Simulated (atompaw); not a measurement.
u(r) = r·R(r): atom against pseudo-atom (molybdenum (Mo))

Columns: radius, all-electron u(r) and pseudo u(r) of the 5p shell (level -1.04 eV) of molybdenum in the configuration [Ar] 3d10 4s2 4p6 4d5 5s1 5p0; PBE, scalar-relativistic, PAW (atompaw) scheme, atompaw 4.2.0.5.

| r (bohr) | all-electron | pseudo |
| --- | --- | --- |
| 0.075 | -0.0656 | -0.0070 |
| 0.150 | -0.0109 | -0.0274 |
| 0.225 | 0.0678 | -0.0593 |
| 0.300 | 0.1009 | -0.1001 |
| 0.375 | 0.0868 | -0.1463 |
| 0.450 | 0.0440 | -0.1940 |
| 0.525 | -0.0096 | -0.2392 |
| 0.600 | -0.0620 | -0.2783 |
| 0.675 | -0.1063 | -0.3083 |
| 0.750 | -0.1394 | -0.3272 |
| 0.825 | -0.1607 | -0.3336 |
| 0.900 | -0.1708 | -0.3275 |
| 0.975 | -0.1708 | -0.3098 |
| 1.050 | -0.1624 | -0.2820 |
| 1.125 | -0.1472 | -0.2464 |
| 1.200 | -0.1268 | -0.2054 |
| 1.275 | -0.1026 | -0.1616 |
| 1.350 | -0.0758 | -0.1173 |
| 1.425 | -0.0472 | -0.0741 |
| 1.500 | -0.0177 | -0.0335 |
| 1.575 | 0.0121 | 0.0040 |
| 1.650 | 0.0417 | 0.0383 |
| 1.725 | 0.0708 | 0.0698 |
| 1.800 | 0.0991 | 0.0989 |
| 1.875 | 0.1264 | 0.1264 |
| 1.950 | 0.1527 | 0.1527 |

**Question.** How many radial nodes do the two functions have?

**Answer.** The all-electron 5p function has n − l − 1 = 3; the pseudo-wave has 1, since 1 lower shell of the same l stays in the valence.

**Question.** Is the pseudo-wave norm-conserving?

**Answer.** No, it belongs to a PAW set: the norm inside the radius is not constrained, and the difference is carried by the augmentation charge.
